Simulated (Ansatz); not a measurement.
ZnCl₂⁻. Charge -1, multiplicity 2. Geometry r2SCAN-D4/def2-TZVPD; atoms count from 1.

| atom | x (Å) | y (Å) | z (Å) |
| --- | --- | --- | --- |
| Zn1 | -0.215 | 0.768 | -0.078 |
| Cl2 | -1.705 | -0.842 | 0.523 |
| Cl3 | 1.920 | 0.073 | -0.445 |

The structure comes from a short search, and lower isomers may exist.

(1) Estimate the Mulliken populations from the PBE0/def2-TZVPD orbitals of Ansatz.

(2) Where does the spin sit?

(3) And the Mayer bond orders between heavy atoms (over 0.3)?

Results:

(1) 
```json
{"atom": "Zn1", "charge (e)": "-0.07", "spin (α − β)": "0.97", "d electrons": "10.07"}
{"atom": "Cl2", "charge (e)": "-0.47", "spin (α − β)": "0.01", "d electrons": "–"}
{"atom": "Cl3", "charge (e)": "-0.47", "spin (α − β)": "0.01", "d electrons": "–"}
```
Mulliken values depend strongly on the basis. With diffuse functions, as here, like atoms can get unlike values, and bond orders can come out too low or too high.

(2) Summed by element: Zn 0.97, Cl 0.03, of 1 unpaired in all. Largest on single atoms: Zn1 0.97, Cl3 0.01, Cl2 0.01.

(3) Zn1–Cl2 0.61 (2.27 Å); Zn1–Cl3 0.61 (2.28 Å).
